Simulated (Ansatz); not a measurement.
CH3Cd (SMILES [CH3][Cd+]), charge +1, singlet, at a GFN2-xTB geometry (such geometries of metal compounds can be far from the true shape) (core potentials on Cd); Ansatz (a quantum-chemistry and plane-wave program) with WB97X/def2-SVP.

Here is a job for Ansatz.
Ansatz 0.2 input:
```yaml
crystal:
  periodic: [false, false, false]
  atoms:
    - {symbol: Cd, position_ang: [-0.24990741, -0.15685804, -0.19594938]}
    - {symbol: C, position_ang: [1.26333355, 0.79294976, 0.99056455]}
    - {symbol: H, position_ang: [1.79956127, -0.02050473, 1.49205259]}
    - {symbol: H, position_ang: [0.72593198, 1.44551340, 1.68777248]}
    - {symbol: H, position_ang: [1.89006125, 1.34647864, 0.28235779]}
basis:
  gaussian:
    orbitals: def2-SVP
hamiltonian:
  xc: {name: wB97X}
total_charge: 1
```

The log (banner, timings and long lists left out):

```
Functional definition: wB97X
669 factors; their error is unknown
170 factors; integrals over basis functions are off by at most 1.4e-5 eV
mean field evaluation 1: about -5630.5422 eV, gradient 6.4e1 eV
mean field evaluation 2: about -5629.2386 eV, gradient 6.6e1 eV
mean field evaluation 4: about -5641.1935 eV, gradient 1.8e0 eV
mean field evaluation 8: about -5641.2891 eV, gradient 5.4e-2 eV
mean field evaluation 16: about -5641.2891 eV, gradient 6.6e-5 eV
mean field -5641.28908835 eV, -207.3135501938 hartree, gradient 6.6e-5 eV, S^2 0.000000; 0 other end points of the search recorded, 0 dependent functions left out
reference -5641.28905689 eV, -207.3135490375 hartree; 14, 14 occupied and 46, 46 virtual orbitals, 669 factors
Total energy: -5641.28905689 eV, -207.3135490375 hartree
```
